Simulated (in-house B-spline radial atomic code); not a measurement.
# RPA and G0W0 on SCAN: Ni¹⁸⁺

Configuration [He] 2s2 2p6, mean-field start SCAN. Computed with a B-spline radial code for spherical atoms: all electrons, non-relativistic, point nucleus, each spin shell either full or empty, empty states to l = 9 with an (l + 1/2)⁻⁴ tail; G0W0 by contour deformation at full frequency.

Command:
```bash
python run_gw.py task.json out
```
Settings (radii: box in bohr, nucleus in fm):
```
Z                        28
electrons                10
configuration            [He] 2s2 2p6
hamiltonian              nr
method                   scan,scan
lmax                     9
spin_polarised           False
box_radius               4.4
intervals                46
```

Cost of the run: 0.6 s on 1 thread of Arm Neoverse V1, on a shared host.

Energies (hartree):

| term | value |
| --- | --- |
| mean-field total | -1338.64351 |
| Hartree-Fock functional on these orbitals | -1338.11278 |
| direct second order | -0.6526 |
| second-order exchange | 0.2289 |
| SOSEX correction | 0.22261 |

**Question.** What is the RPA correlation energy, and what remains with SOSEX?

**Answer.** RPA gives -0.62683 hartree (-1.71 eV per electron); RPA + SOSEX gives -0.40422, and the second-order doubles -0.42369 hartree (no singles). RPA lacks exchange-type terms and so overcorrelates at short range.

Quasi-particle levels (eV):

| level | occupied | mean field | Σx - vxc | Σc | QP weight | G0W0 |
| --- | --- | --- | --- | --- | --- | --- |
| 2p | yes | -1495.85 | -46.71 | ? | ? | ? |
| 2s | yes | -1614.95 | -56.37 | 3.90 | 0.994 | -1667.41 |
| 1s | yes | -8829.07 | -166.71 | 23.87 | 0.980 | -8971.91 |
| 3s | no | -605.52 | 4.73 | -0.84 | 0.999 | -601.63 |

G0W0 = mean field + (Σx - vxc) + Σc, with Σc (partial-wave tail included) taken at the quasi-particle energy.

**Question.** Where does G0W0 put 2p?

**Answer.** At -1540.66 eV, with Σc = 1.89 eV and a quasi-particle weight of 0.995. The tabulated removal energy is 1540.1 ± 0.5 eV (NIST, measured); the calculation leaves out relativity, Breit and QED terms, and what these don't explain is the method's own error.
